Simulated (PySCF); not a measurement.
How methods differ on the ionisation energy of Te⁴⁸⁺

Te⁴⁸⁺ [He] 2s2 → Te⁴⁹⁺ [He] 2s1 [2s1/2^1, M_J = 1/2], as a difference of total energies. Computed with PySCF 2.14 in an even-tempered Gaussian basis (17 s from 27 bohr⁻², ratio 2.4; 12 p from 36 bohr⁻², ratio 2.4; 5 d from 110 bohr⁻², ratio 2.6; 4 f from 170 bohr⁻², ratio 2.6), with the two-component X2C-1e Hamiltonian. Correlated levels: nothing frozen; the 32 highest virtual spinors dropped. "Screened" scales the spin-orbit matrix elements by Boettger's factors to mimic the two-electron term; Breit and QED terms are absent.

| method | ionisation energy (eV) |
| --- | --- |
| GMP2 (spin-free) | 8834.8 |
| GHF (screened spin-orbit) | 8829.0 |
| GMP2 (screened spin-orbit) | 8835.3 |

Q: How much does correlation contribute at GMP2 (screened spin-orbit)?

A: 8835.3 − (8829.0) = 6.3 eV, measured against GHF (screened spin-orbit).

For this ion Breit and QED terms and the two-electron picture change, all absent here, outweigh the correlation shift from GHF to GMP2.

For comparison: 8821 ± 4 eV (theoretical estimate listed by NIST; NIST Atomic Spectra Database, ionization energies).
